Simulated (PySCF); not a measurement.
Energy landscape of H2Be, singlet: map of symmetric stretch and bend. Scanned: Be-H bond length and H-Be-H angle.

Cartesian coordinates as functions of the variables (Å; names that start with a are angles):
```
Be  0  0  0
H  r*sin(a/2)  0  r*cos(a/2)
H  -r*sin(a/2)  0  r*cos(a/2)
```

Method: RHF/def2-TZVP run with PySCF.

Energy in kJ/mol above the lowest grid point; x is the Be-H bond length (Å), y the H-Be-H angle (°).

```
y \ x   1.13   1.22   1.28   1.35   1.42   1.48   1.55   1.62   1.68   1.75   1.80
-----  -----  -----  -----  -----  -----  -----  -----  -----  -----  -----  -----
180     85.6   23.4    4.6    0.0    9.6   26.5   53.9   87.7  120.3  161.4  192.3
173     86.7   24.5    5.7    1.1   10.6   27.5   54.9   88.6  121.2  162.3  193.2
163     92.5   30.0   11.2    6.3   15.8   32.5   59.8   93.4  125.9  166.8  197.6
153    103.2   40.3   21.2   16.1   25.3   41.8   68.8  102.1  134.4  175.1  205.6
143    119.0   55.6   36.1   30.6   39.3   55.5   82.1  115.0  146.9  187.2  217.4
133    140.3   76.2   56.3   50.1   58.3   74.0  100.0  132.3  163.6  203.3  233.2
123    167.7  102.7   82.1   75.2   82.6   97.6  122.8  154.3  185.0  223.9  253.2
113    201.9  135.8  114.3  106.5  112.9  127.0  151.2  181.7  211.6  249.5  278.1
103    243.5  176.0  153.7  144.7  149.9  163.0  186.1  215.4  244.2  281.0  308.7
93     293.3  224.4  201.0  190.8  194.7  206.7  228.3  256.2  283.9  319.2  345.9
83     351.7  281.6  257.2  245.7  248.3  259.0  279.2  305.6  331.9  365.7  391.3
70     440.6  369.5  344.3  331.5  332.6  342.0  360.4  385.0  409.6  441.3  465.4
```

Points that lie below all their neighbours on the grid: x = 1.35, y = 180 on the edge of the grid (0.0 kJ/mol).
